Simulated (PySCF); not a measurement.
Work out the structure from these simulated measurements.

Elements present: Al, C, H and O. Monoisotopic mass: 120.0312 u.

* XPS: C1s 293.0 (×2), O1s 538.8 (×2), Al1s 1566.8 (×2) eV [ΔSCF SCAN, pcX-2 on the ionised atom, pcseg-1 elsewhere, spin-free X2C]
* Polarisability: 86.3 au [PBE0/def2-SVPD]
* 13C NMR: chemical shifts (computed TMS as zero) by class: 52.0 (2 C) ppm [GIAO B3LYP/pcSseg-2]
* NMR, other nuclei: isotropic shieldings of nuclei other than C and H, by class: 315 (2 O), 421 (2 Al) ppm [GIAO B3LYP/pcSseg-2]
* UV, strongest line: among the 10 lowest singlet transitions: S3 at 6.95 eV (178 nm, f = 0.112) [TDDFT PBE0/def2-SVPD]
* Dipole: 0.10 D [PBE0/def2-SVPD]
* UV, first state: lowest singlet excitation: 5.88 eV (211 nm, f = 0.000) [TDDFT PBE0/def2-SVPD]
* Rotational structure: rotational constants A, B, C: 3.518, 1.841, 1.276 GHz [PBE0-D3(BJ)/def2-SVP]
* Valence photoelectron: vertical ionisation energy: 9.35 eV [ΔSCF PBE0/def2-SVPD]
* Triplet: lowest triplet excitation (Tamm–Dancoff): 5.54 eV [TDA PBE0/def2-SVPD]

Electronic properties: PySCF, gas phase, density fitting. Levels stand in brackets. Geometry: PBE0-D3(BJ)/def2-SVP; no solvent, vibrations or thermal averaging. Each NMR value is the plain mean over a class of atoms that symmetry, rotation or inversion makes alike.

Question: Which formula fits the mass and the elements?

Answer: C2H10Al2O2 (calculated 120.0312). No other formula that holds each of these elements comes within 0.0003 u with a fitting electron parity and a possible valence count.

Question: Propose a structure and show how it fits.

Answer: Numbering: `[CH3:1][O+:2]1[AlH2-:3][O+:4]([CH3:5])[AlH2-:6]1`. 2 carbons fall into 1 class: O-methyl carbon [C1/C5] (52.0 ppm, 2 C). The other shieldings belong to: 315 ppm, oxygen bonded to 2 Al and C [O2/O4]; 421 ppm, aluminium bonded to 2 O and 2 H [Al3/Al6]. The core levels belong to: C1s 293.0 eV, O-methyl carbon [C1/C5]; O1s 538.8 eV, oxygen bonded to 2 Al and C [O2/O4]; Al1s 1566.8 eV, aluminium bonded to 2 O and 2 H [Al3/Al6]. One atom of each topological class was ionised and stands for its class. S1 is mainly HOMO→LUMO (weight 0.96); the largest Löwdin shares of the orbital it empties are 0.16 on an aluminium bonded to 2 O and 2 H, 0.14 on an aluminium bonded to 2 O and 2 H, 0.14 on an Al–H hydrogen and 0.13 on an Al–H hydrogen, of the orbital it fills 0.17 on each of 2 atoms of one kind (aluminium bonded to 2 O and 2 H) and 0.08 on each of 2 atoms of one kind (oxygen bonded to 2 Al and C). By its constants the optimised geometry is an asymmetric top. Structure: `[AlH2-]1[O+]([AlH2-][O+]1C)C`. The assignments are read from this structure; whether some other isomer fits the data as well wasn't checked.
